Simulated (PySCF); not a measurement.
Isomers of C5H10BNO2, from PySCF, PBE0-D3(BJ)/def2-SVP geometry optimisation, gas phase. One conformer each, no zero-point energy, no frequencies.

Problem. Which isomer lies lower at this level?
A. `[NH2:1][C@:2]12[CH2:3][C@:4]([B:5]([OH:6])[OH:7])([CH2:8]1)[CH2:9]2` with H–N1–C2–C3 64° and -177°, C3–C4–B5–O6 -50°, C4–B5–O6–H -179°, C4–B5–O7–H 179°: A = 3857, B = 1009, C = 917.7 MHz, dipole 2.78 D
B. `[CH3:1]/[N:2]=[CH:3]\[C@@H:4]1[CH2:5][CH2:6][O:7][BH:8][O:9]1` with N2–C3–C4–C5 -80°, C3–C4–C5–C6 -173°, C4–C5–C6–O7 52°, C5–C6–O7–B8 -26°, C6–O7–B8–O9 -1°: A = 3806, B = 1013, C = 858.6 MHz, dipole 3.25 D

Solution. B. That is `C/N=C\[C@@H]1CCOBO1`, 7.4 kcal/mol below the other.

```json
{"SMILES": "C/N=C\\[C@@H]1CCOBO1", "mapped SMILES": "[CH3:1]/[N:2]=[CH:3]\\[C@@H:4]1[CH2:5][CH2:6][O:7][BH:8][O:9]1", "E (Eh)": "-425.87081", "relative (kcal/mol)": "0.0", "relative (kJ/mol)": "0.0", "dipole (D)": "3.25"}
{"SMILES": "N[C@]12C[C@](B(O)O)(C1)C2", "mapped SMILES": "[NH2:1][C@:2]12[CH2:3][C@:4]([B:5]([OH:6])[OH:7])([CH2:8]1)[CH2:9]2", "E (Eh)": "-425.85895", "relative (kcal/mol)": "7.4", "relative (kJ/mol)": "31.1", "dipole (D)": "2.78"}
```

As drawn, the lower has a C=N bond, which the higher lacks; the higher has a four-membered ring, an O–H bond and an N–H bond, which the lower lacks.
